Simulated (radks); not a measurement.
Pr V, configuration [Kr] 4d10 4f1 5s2 5p4 6p2 (not the ground configuration). Calculated with a radial shooting solver on a logarithmic mesh with Libxc functionals: scalar-relativistic Kohn-Sham, PBE, spin-polarised, spherical densities, finite nucleus; open shells are filled with parallel spins first (spin-orbit coupling, left out, can overturn this in heavy ions); Fermi nuclear charge, rms radius 4.8919 fm.

Normalised radial functions P(r) = r R(r), r in bohr:

```
   r/bohr * 4d down, o 5p up (the largest magnitude, 1.3, reaches the edge; | marks zero, & curves that meet)
 0.004354                             &
 0.005069                             &
 0.005854                             &
 0.006815                             &
 0.007934                             *o
 0.009163                             *o
  0.01067                             *o
  0.01232                             *o
  0.01434                             *o
  0.01656                             * o
  0.01928                             * o
  0.02245                             |* o
  0.02592                             |* o
  0.03018                             |*  o
  0.03485                             | * o
  0.04057                             | *  o
  0.04686                             |  * o
  0.05455                             |   *o
  0.06351                             |    o*
  0.07334                             |   o  *
  0.08538                             |  o     *
  0.09861                             |o         *
   0.1148                            o|            *
   0.1326                         o   |              *
   0.1543                       o     |               *
   0.1797                      o      |              *
   0.2075                      o      |            *
   0.2416                       o     |        *
    0.279                          o  |  *
   0.3248                         *   |o
   0.3751                  *          |     o
   0.4366          *                  |        o
   0.5083     *                       |          o
   0.5871  *                          |         o
   0.6834  *                          |    o
   0.7893     *                      o|
   0.9189         *           o       |
    1.061              *o             |
    1.235           o       *         |
    1.438         o             *     |
    1.661           o              *  |
    1.934              o             *|
    2.233                  o         *|
      2.6                       o     *
    3.002                         o   *
    3.495                           o *
    4.069                            o*
    4.699                             &
    5.471                             &
    6.318                             &
    7.355                             &
    8.494                             &
    9.889                             &
```

4d down: eigenvalue -173.70 eV, 1 radial node at r = 0.300 bohr, <r> = 0.714 bohr, 90 % of the charge inside 1.07 bohr. 5p up: eigenvalue -72.284 eV, 3 radial nodes at r = 0.105, 0.309, 0.777 bohr, <r> = 1.55 bohr, 90 % of the charge inside 2.21 bohr.
